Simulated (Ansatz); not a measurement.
Consider the ligand exchange at a V–F bond: `[NH]=[V]([F])([Cl])[Cl]` + HCl → `[NH]=[V]([Cl])([Cl])[Cl]` + H–F.

Calculated with Ansatz (gas phase, PBE0-D4/def2-TZVP geometries, no zero-point term in ΔE). CBS: MP2 limit from def2 TZ/QZ plus the TZ coupled-cluster correction, frozen cores. This one scheme is used for every species. DFT in def2-TZVPP. B3LYP here is the variant with VWN-RPA as its local correlation; programs differ in this. HSE06 is defined as in plane-wave codes. For V outer-core shells are correlated without core-valence functions, which leaves a few kJ/mol of doubt a bond. Scalar relativity is left out up to krypton. Each species was taken in one conformer, which may not be the lowest.

```csv
level,ΔE (kJ/mol),difference from CCSD(T)/CBS
LDA (SPW92),4.0,13.2
PBE-D4,4.7,13.9
revPBE-D4,4.1,13.3
BLYP-D4,8.2,17.4
r2SCAN-D4,7.4,16.6
B97M-V,8.9,18.1
r2SCANh-D4,4.7,13.9
r2SCAN0-D4,1.4,10.6
HSE06-D4,-1.1,8.1
BHLYP-D4,2.1,11.3
CAM-B3LYP-D4,12.7,21.9
ωB97X-V,12.8,22.0
ωB97M-V,7.1,16.3
B2PLYP,-8.0,1.2
PBE-QIDH,-16.2,-7.0
PBE,8.5,17.7
revPBE,10.3,19.5
BLYP,15.7,24.9
r2SCAN,8.3,17.5
B3LYP,10.5,19.7
r2SCANh,5.8,15.0
r2SCAN0,2.6,11.8
HSE06,2.2,11.4
BHLYP,8.5,17.7
CAM-B3LYP,16.4,25.6
LC-ωPBE,18.4,27.6
RPA@PBE/def2-TZVPP,2.7,11.9
HF/def2-SVP,15.9,25.1
MP2/def2-SVP,-36.6,-27.4
CCSD(T)/def2-SVP,10.6,19.8
MP2/def2-TZVPP,-48.9,-39.7
SCS-MP2/def2-TZVPP,-32.6,-23.4
CCSD/def2-TZVPP,3.3,12.5
CCSD(T)/def2-TZVPP,-3.6,5.6
HF/def2-QZVPP,14.9,24.1
MP2/def2-QZVPP,-52.0,-42.8
SCS-MP2/def2-QZVPP,-35.4,-26.2
HF/CBS(def2),15.0,24.2
MP2/CBS(def2),-54.5,-45.3
CCSD/CBS(def2),-2.3,6.9
CCSD(T)/CBS,-9.2,0
```

Largest T1 diagnostic among the species: 0.031, so the coupled-cluster value is less sure than usual.

From BLYP to BHLYP (50 % exact exchange), in def2-TZVPP and without D4, ΔE moves by −7.2 kJ/mol. Leaving LDA and LC-ωPBE aside and taking each functional with its dispersion term where it has one, the values spread over 29.1 kJ/mol, from PBE-QIDH to ωB97X-V. LDA lies −4.5 kJ/mol from PBE without D4.
